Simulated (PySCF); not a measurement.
# Electron correlation in Al (aluminium, neutral)

[Ne] 3s2 3p1, 2P determinant. Calculation: PySCF 2.14, in x2c-QZVPPall with one added diffuse shell each of s, p, d, f type (10s7p5d3f1g, 86 functions); scalar relativity by spin-free X2C-1e. Frozen: 1s2; 11 electrons correlated.

| level | correlation energy (mhartree) |
| --- | --- |
| CCSD | -220.92 |
| (T) | -3.59 |
| CCSD(T) | -224.51 |

Diagnostics: T1 = 0.012, D1 = 0.0471, largest double amplitude 0.049.

Cost of the coupled-cluster step: roughly 40 core-seconds, for 11 correlated electrons.

This basis was not built for core-valence correlation, so the inner-shell part is incomplete.
